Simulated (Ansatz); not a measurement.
Reaction (SMILES): [Si]Cl (Si-Cl) → Cl atom + Si atom
B3LYP-D3(BJ)/def2-TZVP geometries, fixed; electronic energies without zero-point terms.

Basis-set convergence of the atomisation energy at MP2 with Ansatz (a quantum-chemistry and plane-wave program). All functions are spherical. Cores are frozen. Open shells are unrestricted. No added dispersion term, no relativity. Functions are those of the species that has most. Reference: Hartree-Fock in aug-cc-pV(Q+d)Z plus the correlation part extrapolated as X^-3 from aug-cc-pV(T+d)Z and aug-cc-pV(Q+d)Z, 106.06 kcal/mol, itself unsure by roughly 0.68 kcal/mol (a third of the extrapolation step and of the last Hartree-Fock step). Deviations are taken from unrounded values.

```tsv
basis	functions	atomisation energy (kcal/mol)	minus reference (kcal/mol)
STO-3G	18	106.54	0.48
3-21G	26	64.11	-41.95
6-31G	26	61.99	-44.06
aug-pcseg-1	54	93.92	-12.14
aug-cc-pV(D+d)Z	64	94.72	-11.34
6-311++G(2d,2p)	70	94.70	-11.35
def2-TZVP	74	100.27	-5.79
def2-TZVPP	84	100.57	-5.49
def2-TZVPD	89	100.69	-5.36
def2-TZVPPD	99	100.94	-5.12
cc-pV(Q+d)Z	128	103.62	-2.44
aug-pcseg-3	178	103.89	-2.16
pcseg-4	210	104.90	-1.16
```
